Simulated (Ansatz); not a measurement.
Born–Oppenheimer molecular dynamics of F2GeH2 (5 atoms, charge 0, multiplicity 1). It starts at the highest image of a converged band. Of that band: The profile has 3 maxima (images 2, 7, 9) with wells between them (images 5, 8): this band takes more than one step, which may be the mechanism or a detour left from its start path. Neighbouring images differ by up to 3.3 eV, so the band resolves the path poorly. A vibrational analysis at the climbing image gives one clearly imaginary mode, 1923i cm⁻¹: a first-order saddle point.

Level of theory: Ansatz, RHF/def2-SVP.

```yaml
ensemble: NVE (velocity Verlet)
time_step: 0.5 fs
steps_asked: 200
starting_velocities_drawn_for: 300 K
seed: 11146
```

Frames 2.5 fs apart, positions in Å, forces in eV/Å.

Velocities at 70.0 fs (Å/ps):

```
Ge -3.22 -0.29 -5.24
H -6.42 -51.76 126.66
H 47.34 52.02 187.11
F 4.62 4.96 1.78
F 5.51 -3.85 1.61
```

```xyz
5
Properties=species:S:1:pos:R:3:forces:R:3 time_fs=70.0 energy_less_start_eV=-3.199 T=8524
Ge 0.272 -0.008 -0.767 -1.85 0.04 1.29
H 2.228 -0.308 10.704 0.86 1.41 0.63
H 2.617 0.330 10.990 -0.86 -1.41 -0.63
F -0.752 1.252 -0.065 0.93 -0.42 -0.64
F -0.764 -1.236 -0.030 0.92 0.37 -0.65
5
Properties=species:S:1:pos:R:3:forces:R:3 time_fs=72.5 energy_less_start_eV=-2.813 T=7561
Ge 0.264 -0.008 -0.780 -1.76 0.11 1.28
H 2.260 -0.357 11.058 1.94 3.34 1.65
H 2.688 0.380 11.421 -1.94 -3.34 -1.65
F -0.739 1.264 -0.062 0.91 -0.54 -0.66
F -0.748 -1.245 -0.027 0.85 0.42 -0.62
5
Properties=species:S:1:pos:R:3:forces:R:3 time_fs=75.0 energy_less_start_eV=-3.022 T=8069
Ge 0.253 -0.009 -0.791 -1.54 0.18 1.17
H 2.387 -0.244 11.492 -2.41 -4.46 -2.45
H 2.663 0.267 11.772 2.41 4.46 2.45
F -0.723 1.274 -0.060 0.82 -0.58 -0.62
F -0.731 -1.252 -0.026 0.71 0.40 -0.55
5
Properties=species:S:1:pos:R:3:forces:R:3 time_fs=77.5 energy_less_start_eV=-3.260 T=8682
Ge 0.242 -0.009 -0.802 -1.20 0.23 0.96
H 2.425 -0.300 11.827 0.64 1.31 0.83
H 2.727 0.324 12.220 -0.64 -1.31 -0.83
F -0.704 1.282 -0.061 0.68 -0.55 -0.54
F -0.710 -1.259 -0.026 0.53 0.31 -0.42
5
Properties=species:S:1:pos:R:3:forces:R:3 time_fs=80.0 energy_less_start_eV=-2.876 T=7723
Ge 0.229 -0.010 -0.812 -0.78 0.27 0.65
H 2.464 -0.347 12.173 1.48 3.27 2.21
H 2.791 0.372 12.659 -1.48 -3.27 -2.21
F -0.684 1.288 -0.063 0.48 -0.44 -0.40
F -0.689 -1.264 -0.028 0.30 0.16 -0.25
5
Properties=species:S:1:pos:R:3:forces:R:3 time_fs=82.5 energy_less_start_eV=-3.096 T=8259
Ge 0.216 -0.010 -0.821 -0.31 0.29 0.27
H 2.576 -0.234 12.627 -1.72 -4.17 -3.07
H 2.780 0.260 12.990 1.72 4.17 3.07
F -0.662 1.294 -0.067 0.25 -0.26 -0.22
F -0.666 -1.269 -0.031 0.06 -0.03 -0.05
5
Properties=species:S:1:pos:R:3:forces:R:3 time_fs=85.0 energy_less_start_eV=-3.305 T=8795
Ge 0.203 -0.009 -0.830 0.17 0.28 -0.16
H 2.626 -0.283 12.957 0.42 1.18 0.98
H 2.833 0.308 13.444 -0.42 -1.18 -0.98
F -0.639 1.298 -0.071 0.01 -0.04 -0.01
F -0.643 -1.274 -0.034 -0.18 -0.24 0.17
5
Properties=species:S:1:pos:R:3:forces:R:3 time_fs=87.5 energy_less_start_eV=-2.878 T=7730
Ge 0.189 -0.009 -0.839 0.60 0.23 -0.59
H 2.673 -0.327 13.295 0.98 3.09 2.71
H 2.888 0.353 13.890 -0.98 -3.09 -2.71
F -0.616 1.302 -0.075 -0.23 0.19 0.22
F -0.621 -1.280 -0.037 -0.38 -0.42 0.37
5
Properties=species:S:1:pos:R:3:forces:R:3 time_fs=90.0 energy_less_start_eV=-3.086 T=8230
Ge 0.177 -0.009 -0.849 0.93 0.13 -0.95
H 2.769 -0.218 13.766 -1.02 -3.77 -3.56
H 2.895 0.245 14.204 1.02 3.77 3.56
F -0.593 1.307 -0.079 -0.42 0.40 0.42
F -0.600 -1.287 -0.038 -0.51 -0.53 0.53
5
Properties=species:S:1:pos:R:3:forces:R:3 time_fs=92.5 energy_less_start_eV=-3.269 T=8702
Ge 0.165 -0.008 -0.859 1.11 0.00 -1.20
H 2.829 -0.257 14.094 0.20 1.02 1.07
H 2.937 0.284 14.661 -0.20 -1.02 -1.07
F -0.572 1.313 -0.081 -0.55 0.54 0.58
F -0.580 -1.296 -0.037 -0.57 -0.54 0.62
5
Properties=species:S:1:pos:R:3:forces:R:3 time_fs=95.0 energy_less_start_eV=-2.834 T=7617
Ge 0.153 -0.007 -0.871 1.13 -0.13 -1.29
H 2.886 -0.295 14.426 0.44 2.82 3.13
H 2.983 0.324 15.113 -0.44 -2.82 -3.13
F -0.553 1.320 -0.082 -0.59 0.57 0.67
F -0.562 -1.306 -0.035 -0.54 -0.44 0.62
5
Properties=species:S:1:pos:R:3:forces:R:3 time_fs=97.5 energy_less_start_eV=-3.073 T=8197
Ge 0.143 -0.006 -0.883 1.01 -0.24 -1.22
H 2.964 -0.194 14.913 -0.33 -3.28 -3.91
H 3.006 0.223 15.411 0.33 3.28 3.91
F -0.536 1.330 -0.080 -0.56 0.47 0.67
F -0.546 -1.318 -0.031 -0.45 -0.23 0.54
```

Of the whole run (100 fs, mean temperature of the second half 8087 K): The conserved energy stayed within 3.8 meV per atom of its start (net change -2.2 meV per atom), so there is no drift, though single steps change it by up to 22 meV in the whole system, a sign of fast motions only just resolved. The kinetic energy rose, since the run started high on the potential surface and went downhill. It ends in pieces (F2Ge + H2), so much of that is their flight and rotation, not heat. A run of 0.1 ps of so small a system gives no equilibrium averages. The orbitals stay closed-shell, which can raise the energy where a bond breaks towards radicals; this wasn't checked here.

Run time: 2.6 min on 1 thread of Arm Neoverse V2 (shared host), peak memory 0.12 GiB.
